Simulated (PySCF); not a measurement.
**Carbon: a sound run and one with changed settings**

Sound run: C+ [He] 2s2 2p1, C(2+) [He] 2s2. All numbers are calculated (PySCF 2.14, no relativity, point nucleus, in cc-pVTZ (4s3p2d1f, 30 functions)). The sound run starts from symmetry-adapted Hartree-Fock orbitals and uses a fine grid where one is needed.

Changed run: radial step 0.3 in ln r (0.13 in the sound run). This setting is unsound on purpose.

```json
{"species": "C+", "method": "UHF", "sound run (hartree)": "-37.29475", "changed run (hartree)": "-37.29475", "converged": "yes"}
{"species": "C+", "method": "MN15", "sound run (hartree)": "-37.39333", "changed run (hartree)": "-37.39356", "converged": "yes"}
{"species": "C+", "method": "PBE", "sound run (hartree)": "-37.37136", "changed run (hartree)": "-37.37144", "converged": "yes"}
{"species": "C(2+)", "method": "UHF", "sound run (hartree)": "-36.40738", "changed run (hartree)": "-36.40738", "converged": "yes"}
{"species": "C(2+)", "method": "MN15", "sound run (hartree)": "-36.49626", "changed run (hartree)": "-36.49935", "converged": "yes"}
{"species": "C(2+)", "method": "PBE", "sound run (hartree)": "-36.45888", "changed run (hartree)": "-36.45935", "converged": "yes"}
```

Ionisation energy of C+:

```json
{"method": "UHF", "sound run (eV)": "24.146", "changed run (eV)": "24.146"}
{"method": "MN15", "sound run (eV)": "24.411", "changed run (eV)": "24.333"}
{"method": "PBE", "sound run (eV)": "24.830", "changed run (eV)": "24.819"}
```

A coarse radial grid mis-integrates the density and the exchange-correlation energy, with errors of either sign; Hartree-Fock needs no grid.

For comparison, NIST gives 24.383 eV between the lowest levels.
